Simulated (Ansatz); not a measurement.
System: SrF (charge +1, singlet). SMILES: [F][Sr+]
Geometry: optimised at B3LYP-D3(BJ)/def2-TZVP (Ansatz, a program for electronic structure).

Parts of the frozen-core correlation energy in def2-SVP (Ansatz, hartree). Frozen orbitals: 5; correlated occupied orbitals by spin: 4 and 4; virtual: 28 and 28. No spin-orbit coupling. Past Kr the def2 sets carry scalar-relativistic core potentials.

```tsv
term	value
reference (HF)	-129.57922
MP2 opposite-spin	[?]
MP2 same-spin	[?]
CCSD correlation	[?]
(T)	-0.00328
CCSDT minus CCSD(T)	-0.00006
CCSDT(Q) minus CCSD(T)	-0.00066
T1 diagnostic	0.020
largest doubles amplitude	0.041
```

Question: Fill in the missing entries.

Answer: 
- MP2 opposite-spin, value: -0.15015
- MP2 same-spin, value: -0.05905
- CCSD correlation, value: -0.20745
